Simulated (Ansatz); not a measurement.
Stepwise reaction of `[SH][Ti]([Cl])([Cl])[Cl]` with hydrogen fluoride, as a gas-phase model of exchange steps in deposition or etching. ΔE in kJ/mol; ΔG adds harmonic PBE0-D4 terms to CCSD(T)/CBS, at 1 bar.

Gas-phase electronic energies from Ansatz, PBE0-D4/def2-TZVP geometries. CCSD(T)/CBS adds triple-zeta CCSD(T) − MP2 to the extrapolated MP2 energy (def2 sets, frozen cores). This one scheme is used for every species. Functionals use def2-TZVPP. B3LYP here is the variant with VWN-RPA as its local correlation; programs differ in this. For Ti outer-core shells are correlated without core-valence functions, which leaves a few kJ/mol of doubt a bond. Scalar relativity is left out up to krypton. One conformer a species, not always the lowest.

```
step                                                            reaction  PBE-D4  B3LYP-D4  ωB97M-V  CCSD(T)/CBS  ΔG(500 K)
   1  `[SH][Ti]([Cl])([Cl])[Cl]` + H–F → `[F][Ti]([SH])([Cl])[Cl]` + HCl   -19.5     -19.0    -23.7         -5.7      -14.8
   2    `[F][Ti]([SH])([Cl])[Cl]` + H–F → `[F][Ti]([F])([SH])[Cl]` + HCl   -21.3     -21.1    -25.5         -9.5      -12.1
```

(1) Give the row of step 3, `[F][Ti]([F])([SH])[Cl]` + H–F → `[F][Ti]([F])([F])[SH]` + HCl. (Best estimate.)

(2) By hand: ΔE of the 3 steps together at CCSD(T)/CBS.

## Answers

(1) Computed: 
| step | reaction | PBE-D4 | B3LYP-D4 | ωB97M-V | CCSD(T)/CBS | ΔG(500 K) |
| --- | --- | --- | --- | --- | --- | --- |
| 3 | `[F][Ti]([F])([SH])[Cl]` + H–F → `[F][Ti]([F])([F])[SH]` + HCl | -19.5 | -19.6 | -23.5 | -9.2 | -16.8 |

(2) (-5.7) + (-9.5) + (-9.2) = -24.4 kJ/mol, or -8.1 kJ/mol a step.

In ΔE the steps differ by no more than 3.8 kJ/mol. All are downhill at CCSD(T)/CBS. ΔG lies between -16.8 and -12.1 kJ/mol a step. PBE-D4 differs from CCSD(T)/CBS by -13.8 to -10.3 kJ/mol a step. Isolated molecules leave out the surface, adducts and barriers. Largest T1 diagnostic: 0.026.
